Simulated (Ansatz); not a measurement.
Relaxation of a periodic cell of 20 atoms, HC18N (surface graphene monolayer, adsorbate NH), to a largest force component of 0.03 eV/Å in at most 60 steps.

All numbers below come from DFT PBEsol, scalar-relativistic, plane waves, PAW in Ansatz 0.2.0. Settings: cutoff 420 eV, k mesh 2x2x1, gaussian smearing 0.05 eV, no spin polarisation.

```xyz
20
Lattice="7.3980 0.0000 0.0000 -3.6990 6.4069 0.0000 0.0000 0.0000 13.0000" Properties=species:S:1:pos:R:3:forces:R:3
C 0.000 0.000 1.000 0.03 1.31 0.69
C 1.233 0.712 1.000 0.42 -0.35 0.17
C -1.233 2.136 1.000 0.47 -0.38 0.31
C 0.000 2.847 1.000 0.02 0.54 0.14
C -2.466 4.271 1.000 4.54 2.34 -4.20
C -1.233 4.983 1.000 1.07 0.66 0.66
C 2.466 0.000 1.000 -0.51 0.19 0.16
C 3.699 0.712 1.000 0.00 -0.15 0.00
C 1.233 2.136 1.000 -0.17 -0.11 0.04
C 2.466 2.847 1.000 -5.58 -3.76 -3.80
C 0.000 4.271 1.000 -0.04 -0.59 0.19
C 1.233 4.983 1.000 -0.65 0.28 0.38
C 4.932 0.000 1.000 0.47 0.28 0.14
C 6.165 0.712 1.000 -0.47 -0.35 0.19
C 3.699 2.136 1.000 -0.38 -6.77 -3.77
C 4.932 2.847 1.000 4.98 -3.56 -3.89
C 2.466 4.271 1.000 -5.43 2.54 -4.03
C 3.699 4.983 1.000 -0.23 5.04 -4.33
N 3.714 3.591 1.590 1.50 3.19 19.59
H 3.727 3.690 2.620 -0.05 -0.34 1.37
```

Task: Where does it end, and by what steps?

Result: The forces met the threshold. The force dipped under the threshold on the way, but the program's further checks kept it going. Limits of this set-up: coarse k mesh, slab without dipole correction. After 16 steps the energy has fallen by 15.386 eV; H20 moved furthest, 1.87 Å. The start is strongly strained (largest force component 20 eV/Å), so its close contacts needn't be bonds. Parted: C10–N19, C15–N19, C16–N19, C17–N19.

| step | energy less start (eV) | largest force component (eV/Å) | accepted |
| --- | --- | --- | --- |
| 0 | 0.0000 | 19.586 | yes |
| 1 | -4.7084 | 15.218 | yes |
| 2 | -8.0181 | 5.925 | yes |
| 3 | -10.0635 | 3.499 | yes |
| 4 | -11.2096 | 1.740 | yes |
| 5 | -12.0603 | 1.612 | yes |
| 6 | -12.9686 | 1.671 | yes |
| 7 | -13.8927 | 1.705 | yes |
| 8 | -14.4581 | 1.948 | yes |
| 9 | -14.8541 | 1.101 | yes |
| 10 | -15.0835 | 0.801 | yes |
| 11 | -15.2469 | 0.627 | yes |
| 12 | -15.3486 | 0.431 | yes |
| 13 | -15.3793 | 0.548 | yes |
| 14 | -15.3853 | 0.141 | yes |
| 15 | -15.3857 | 0.021 | yes |
| 16 | -15.3857 | 0.020 | yes |

```xyz
20
Lattice="7.3980 0.0000 0.0000 -3.6990 6.4069 0.0000 0.0000 0.0000 13.0000" Properties=species:S:1:pos:R:3
C -0.091 -0.105 0.944
C 1.150 0.577 0.919
C -1.319 2.003 0.835
C -0.077 2.710 0.854
C -2.501 4.107 1.251
C -1.282 4.854 0.944
C 2.387 -0.137 0.919
C 3.626 0.573 0.877
C 1.145 2.005 0.877
C 2.384 2.717 0.925
C -0.087 4.138 0.837
C 1.157 4.845 0.836
C 4.848 -0.133 0.854
C 6.089 0.572 0.836
C 3.623 2.001 0.925
C 4.863 2.677 0.946
C 2.349 4.129 0.946
C 3.571 4.874 1.252
N 4.211 4.451 2.513
H 4.685 5.272 2.919
```

Whether the end is a true minimum wasn't checked by a vibrational analysis.

Time of the run: 2.2 min on 1 thread of AMD EPYC 7R43 64-Core Processor (Zen 3) (shared host), peak memory 0.76 GiB.
